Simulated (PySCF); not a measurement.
Species: C3H13BOSSi.
SMILES: `CC[S@+](C)[BH2-]O[SiH3]`

Method: TDDFT PBE0/def2-SVPD, vertical, gas phase, core orbitals frozen in the response in PySCF 2.14.0, density-fitted response routines. One conformer (not necessarily the lowest) at the GFN2-xTB geometry, without solvent, vibrations or thermal averaging. Torsions of this conformer, `[CH3:1][CH2:2][S@+:3]([CH3:4])[BH2-:5][O:6][SiH3:7]`: C1–C2–S3–C4 -176°, C2–S3–B5–O6 52°, S3–B5–O6–Si7 -119°.

Problem. What does the calculation give for the low-lying excited states?

Solution. 

```
state  E (eV)  E (kJ/mol)  λ (nm)       f  main configurations (H = HOMO, L = LUMO)
   S1    6.11         589   203.1  0.0035                    H-1→L (47%), H→L (47%)
   S2    6.39         616   194.1  0.0022                               H→L+1 (88%)
   S3    6.43         620   192.9   0.014      H→L (46%), H-1→L (42%), H-1→L+1 (8%)
   S4    6.55         632   189.3  0.0094                             H-1→L+1 (83%)
   S5    6.97         672   178.0   0.052                  H→L+2 (68%), H→L+3 (12%)
   S6    7.03         678   176.3   0.022                H→L+3 (56%), H-1→L+2 (24%)
```

Triplets, Tamm–Dancoff:

```
state  E (eV)  λ (nm)  main configurations (H = HOMO, L = LUMO)
   T1    5.72   216.8                    H-1→L (48%), H→L (37%)
   T2    6.14   201.8  H→L+1 (54%), H-1→L+1 (16%), H-1→L+3 (8%)
```

The lowest singlet comes at 203 nm (589 kJ/mol) in the ultraviolet; it is very weak; its leading configuration is HOMO-1→LUMO (47%). The strongest level in the table is S5 at 6.97 eV (178 nm, f = 0.052). Löwdin shares by element: HOMO oxygen 30%, boron 18%, hydrogen 15% or more, sulfur 14% (atoms not listed hold the other 22%); LUMO sulfur 43%, carbon 29% (atoms not listed hold the other 28%). Weighted by f, the mean energy of these states is 6.83 eV. Orbital energies (eV): HOMO-3 -9.23, HOMO-2 -8.90, HOMO-1 -7.41, HOMO -7.26, LUMO 0.14, LUMO+1 0.22, LUMO+2 0.71. Of the 6 states listed, 3 reach f = 0.01 and none stays under 0.0005. No computed singlet lies in the visible range (380 to 750 nm); the lowest, at 203 nm, stands 2.84 eV above its violet end (3.26 eV). Only the lowest 6 singlets were computed, as vertical energies without vibronic structure.

On an Arm Neoverse V2 with one thread, no GPU (shared host), this took 58 s wall and 1.0 GiB of memory at its peak.
